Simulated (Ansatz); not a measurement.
# What each rung costs, and what it gives

Saddle point of AlH6O3F, singlet (AlH₅O₃ ([OH][AlH]([OH])[OH2]) + HF → AlH₄O₃F ([OH][Al]([OH])([OH2])[F]) + H₂; bonds formed: Al1–F8, H2–H7; bonds broken: Al1–H2, H7–F8), PBE0-D4/def2-TZVP structure:

```json
{"atom": "Al1", "x (Å)": "-0.3946", "y (Å)": "-0.1177", "z (Å)": "-0.0509"}
{"atom": "H2", "x (Å)": "-0.1014", "y (Å)": "-1.5117", "z (Å)": "-1.0027"}
{"atom": "O3", "x (Å)": "-0.6882", "y (Å)": "1.1297", "z (Å)": "-1.2029"}
{"atom": "O4", "x (Å)": "-1.3816", "y (Å)": "-0.6038", "z (Å)": "1.2454"}
{"atom": "H5", "x (Å)": "1.5716", "y (Å)": "0.9116", "z (Å)": "1.0386"}
{"atom": "O6", "x (Å)": "0.6696", "y (Å)": "1.2228", "z (Å)": "0.8929"}
{"atom": "H7", "x (Å)": "0.9230", "y (Å)": "-1.4719", "z (Å)": "-0.5204"}
{"atom": "F8", "x (Å)": "1.6549", "y (Å)": "-1.0435", "z (Å)": "0.1213"}
{"atom": "H9", "x (Å)": "-1.1263", "y (Å)": "0.9782", "z (Å)": "-2.0367"}
{"atom": "H10", "x (Å)": "-1.8168", "y (Å)": "-1.4532", "z (Å)": "1.2511"}
{"atom": "H11", "x (Å)": "0.6899", "y (Å)": "1.9595", "z (Å)": "0.2642"}
```

Barriers are electronic and count from the start structure reached by relaxing down the imaginary mode.

Computed with Ansatz 0.2.0 (basis: as named in each row); correlated methods freeze the cores. B3LYP uses VWN-RPA correlation. Extrapolation: Hartree–Fock as exp(−7.88 √X), correlation as X^−2.97.

Times are rough, for one single point on 8 threads of a shared host (Arm Neoverse V2).

The estimate by CCSD(T) at an estimated basis limit (MP2 extrapolated from triple and quadruple zeta, plus CCSD(T) − MP2 in triple zeta) is 12.99 kcal/mol.

| method | basis | time (s) | barrier (kcal/mol) | method less estimate |
| --- | --- | --- | --- | --- |
| HF | STO-3G | under 1 | 33.35 | 20.35 |
| PBE-D4 | STO-3G | under 1 | 17.78 | 4.79 |
| SPW92 | def2-SVP | under 1 | 6.13 | -6.86 |
| B3LYP-D4 | 6-31G | under 1 | 12.85 | -0.14 |
| PBE-D4 | def2-SVP | under 1 | 7.78 | -5.21 |
| PBE0-D4 | def2-SVP | under 1 | 9.76 | -3.24 |
| SPW92 | def2-TZVPP | under 1 | 8.78 | -4.22 |
| PBE-D4 | def2-TZVPP | under 1 | 10.42 | -2.57 |
| BLYP-D4 | def2-TZVPP | under 1 | 11.72 | -1.27 |
| B3LYP-D4 | def2-TZVPP | 1 | 12.81 | -0.19 |
| BHLYP-D4 | def2-TZVPP | 1 | 14.56 | 1.57 |
| PBE0-D4 | def2-TZVPP | 1 | 12.00 | -0.99 |
| CAM-B3LYP-D4 | def2-TZVPP | 1 | 12.84 | -0.16 |
| wB97M-V | def2-SVP | 2 | 9.36 | -3.64 |
| r2SCAN-D4 | def2-TZVPP | 2 | 10.23 | -2.76 |
| r2SCAN0-D4 | def2-TZVPP | 2 | 11.78 | -1.22 |
| B2PLYP | def2-TZVPP | 2 | 13.06 | 0.06 |
| PBE-QIDH | def2-TZVPP | 2 | 12.89 | -0.10 |
| CCSD(T) | def2-SVP | 3 | 12.07 | -0.92 |
| RPA on PBE | def2-TZVPP | 3 | 12.78 | -0.21 |
| wB97X-V | def2-TZVPP | 3 | 12.27 | -0.72 |
| B97M-V | def2-TZVPP | 3 | 12.97 | -0.02 |
| wB97M-V | def2-TZVPP | 3 | 11.88 | -1.11 |
| MP2 | def2-QZVPP | 10 | 12.36 | -0.63 |
| CCSD(T) | def2-TZVPP | 84 | 13.28 | 0.28 |

All methods are single points on the PBE0-D4 structures.

The T1 diagnostic stays at or below 0.012.

Labels in which every atom is bracketed show which atoms are joined, not bond orders.
